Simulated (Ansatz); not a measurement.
The first iterations of a band of AlCl2H3OS (8 atoms, charge 0, multiplicity 1).

Method: RKS PBE-D4/6-31G* (Ansatz 0.2.0).

- movable images: 7
- climbing image: yes
- spring: 5.0 eV/Å²
- optimiser: quadratic models (default)
- start path: through a guess of the saddle point
- force threshold: 0.05 eV/Å
- iteration limit: 60
- end points: relaxed

First end point:

```xyz
8
Properties=species:S:1:pos:R:3
Al -0.007 0.145 0.247
O -0.104 -0.355 1.906
H -0.401 -1.264 2.094
Cl 1.654 -0.485 -0.934
Cl -1.809 0.538 -0.824
S 0.705 2.444 0.839
H 1.682 2.033 1.692
H -0.206 2.576 1.841
```

Last end point:

```xyz
8
Properties=species:S:1:pos:R:3
Al 0.219 0.624 0.130
O -0.181 -0.140 1.938
H -1.101 -0.491 1.960
Cl 1.838 -0.539 -0.595
Cl -1.719 0.287 -0.710
S 0.630 2.711 0.787
H 1.980 2.539 0.808
H -0.151 0.640 2.543
```

| iteration | highest image above the first end (eV) | largest band force component (eV/Å) |
| --- | --- | --- |
| 1 | 1.975 | 4.575 |
| 2 | 0.750 | 1.769 |
| 3 | 0.303 | 0.801 |
| 4 | 0.278 | 0.544 |

Task: Does the band converge within its limit, and where does its top end?

Result: The forces met the threshold. It ended after 13 iterations with the highest image 0.214 eV above the first end. A vibrational analysis at the climbing image gives one clearly imaginary mode, 659i cm⁻¹: a first-order saddle point. The orbitals stay closed-shell, which can raise the energy where a bond breaks towards radicals; this wasn't checked here.

The run took 3.1 min on 2 threads of Arm Neoverse V2, with other jobs on the host, peak memory 0.14 GiB.
